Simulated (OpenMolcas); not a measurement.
Ni⁶⁺: terms and fine structure

* Program: OpenMolcas 26.06
* Method: CASSCF
* Basis: ANO-RCC-VTZP [6s5p3d2f1g]
* Scalar Hamiltonian: DKH2, point nucleus
* Active space: 4 electrons in 5 orbitals (3d)
* State averaging: 2S+1 = 5 even, 5 roots; 2S+1 = 3 even, 45 roots kept (CI in the orbitals of an earlier block); 2S+1 = 1 even, 50 roots kept (CI in the orbitals of an earlier block)
* Spin-orbit coupling: state interaction with AMFI integrals over the reference wave functions, term energies averaged over their components

Spin-free terms above the lowest, with the occupations of the reference:

| Configuration | Term | E (cm⁻¹) | Occupations |
| --- | --- | --- | --- |
| 3d⁴ | ⁵D | 0.0 | 3d 4.00 |
| 3d⁴ | ³H | 32885 | 3d 4.00 |
| 3d⁴ | ³P(1) | 36787 | 3d 4.00 |
| 3d⁴ | ³F(1) | 37814 | 3d 4.00 |
| 3d⁴ | ³G | 41460 | 3d 4.00 |
| 3d⁴ | ¹I | 49327 | 3d 4.00 |
| 3d⁴ | ¹G(1) | 52104 | 3d 4.00 |
| 3d⁴ | ³D | 53465 | 3d 4.00 |
| 3d⁴ | ¹S(1) | 60738 | 3d 4.00 |
| 3d⁴ | ¹D(1) | 64904 | 3d 4.00 |
| 3d⁴ | ¹F | 75052 | 3d 4.00 |
| 3d⁴ | ³F(2) | 88634 | 3d 4.00 |
| 3d⁴ | ³P(2) | 89660 | 3d 4.00 |
| 3d⁴ | ¹G(2) | 100368 | 3d 4.00 |
| 3d⁴ | ¹D(2) | 135588 | 3d 4.00 |
| 3d⁴ | ¹S(2) | 175715 | 3d 4.00 |

With spin-orbit coupling, above the lowest level:

```
Configuration   Term  J  E (cm⁻¹)  Measured (cm⁻¹)  Term weight %    Second
          3d⁴     ⁵D  0       0.0              0.0            100          
          3d⁴     ⁵D  1       288              279            100          
          3d⁴     ⁵D  2       837              804            100          
          3d⁴     ⁵D  3      1608             1520            100          
          3d⁴     ⁵D  4      2564             2392            100          
          3d⁴     ³H  4     33664            31672             98          
          3d⁴     ³H  5     34296            32286             98          
          3d⁴     ³H  6     34956            32877             99          
          3d⁴  ³P(1)  0     35329            30077             98          
          3d⁴  ³P(1)  1     37033            31836             99          
          3d⁴  ³F(1)  2     38956            34247            100          
          3d⁴  ³F(1)  3     39004            34317             89     11 ³G
          3d⁴  ³F(1)  4     39285            34576             89      9 ³G
          3d⁴  ³P(1)  2     39865            34555             99          
          3d⁴     ³G  3     42724            38160             89  11 ³F(1)
          3d⁴     ³G  4     43400            38746             89   9 ³F(1)
          3d⁴     ³G  5     43878            39247             98          
          3d⁴     ¹I  6     51085                              99          
          3d⁴  ¹G(1)  4     54162                              97          
          3d⁴     ³D  3     54900                             100          
          3d⁴     ³D  2     55107                              98          
          3d⁴     ³D  1     55416                             100          
          3d⁴  ¹S(1)  0     62650                              99          
          3d⁴  ¹D(1)  2     66767                              98          
          3d⁴     ¹F  3     76653                              99          
          3d⁴  ³F(2)  4     90218                              99          
          3d⁴  ³P(2)  2     90403                              81  19 ³F(2)
          3d⁴  ³F(2)  2     90445                              81  19 ³P(2)
          3d⁴  ³F(2)  3     90519                              99          
          3d⁴  ³P(2)  1     92330                             100          
          3d⁴  ³P(2)  0     93310                             100          
          3d⁴  ¹G(2)  4    102122                              99          
          3d⁴  ¹D(2)  2    137286                             100          
          3d⁴  ¹S(2)  0    177430                             100
```

Against the 16 measured excited levels shown (Corliss and Sugar, J. Phys. Chem. Ref. Data 10, 197 (1981)) the mean absolute deviation is 3100 cm-1; the largest miss in energy is 3d⁴ ³P₂(1): computed 39865, measured 34555 cm⁻¹ (+15.4 %).

Spin-orbit coupling puts the lowest level 1664 cm⁻¹ below the lowest spin-free term.

A least-squares Racah fit to the terms below 60000 cm-1, each weighted by 2L + 1 and with a free common offset, gives B = 1715 cm-1 and C = 6506 cm-1 (C/B = 3.79), with an rms deviation of 0 cm-1.

For ⁵D the intervals divided by the larger J are 288.0, 274.5, 257.1, 239.0 cm-1. Landé's interval rule makes them equal in pure LS coupling; they differ by 19 % of their mean. The multiplet is regular.

Without dynamic correlation excited terms often stand tens of per cent too high (terms of higher spin than the ground term too low), and those without a measured partner can miss by more than the paired ones. Terms from blocks run as CI alone lack orbitals of their own. Measured partners are found by configuration, term and J. A level has none where our copy of the source lacks it or the pairing is in doubt (some pairs that miss far off the trend of their configuration count as doubtful), and it then counts in no deviation. Only configurations of the active space appear.

The term weight is that of the spin-free term in the level, not the purity of its configuration. A number in round brackets counts repeated terms of one configuration in the order of the reference energies.
